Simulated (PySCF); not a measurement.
Species: fluorobenzene, C6H5F.
Bonds: F1–C2, C2–C3 (aromatic), C3–C4 (aromatic), C4–C5 (aromatic), C5–C6 (aromatic), C6–C7 (aromatic), C2–C7 (aromatic). Hydrogens: H8 on C3; H9 on C4; H10 on C5; H11 on C6; H12 on C7.

Level of theory: BHandHLYP/6-31+G* geometry optimisation, gas phase in PySCF 2.14.0.

Q: Give the optimised bond lengths and angles.

A: 
```csv
bond,length (Å),order
F1–C2,1.343,single
"C2–C3, C2–C7",1.380,aromatic
"C3–C4, C6–C7",1.388,aromatic
"C4–C5, C5–C6",1.389,aromatic
"C3–H8, C7–H12",1.077,single
"C4–H9, C6–H11",1.078,single
C5–H10,1.078,single
```

Bonds in one row agree within 0.01 Å and their mean is given. Orders are formal, as drawn. A selection of angles:
```csv
angle,degrees
F1–C2–C3,118.7
C3–C2–C7,122.6
C2–C3–C4,118.3
C2–C3–H8,119.8
C4–C3–H8,121.9
C3–C4–C5,120.4
C3–C4–H9,119.4
C5–C4–H9,120.1
C4–C5–C6,119.9
C4–C5–H10,120.1
```

The 6-membered ring C2–C3–C4–C5–C6–C7 has internal angles of 118.3° to 122.6°; it is planar, 0.00 Å rms from its mean plane, widest ring torsion 0°. The 7 heavy atoms lie in one plane (0.000 Å rms).

Point group: C2v (every atom within 0.08 Å of its image). No BHandHLYP/6-31+G* frequencies stand behind this structure, so it isn't proved a minimum.

On one thread, Arm Neoverse V2 (aarch64), shared host with 96 logical CPUs at a one-minute load of 48, this took 28 s wall and 0.57 GiB of memory at its peak. These figures are those of the optimisation.
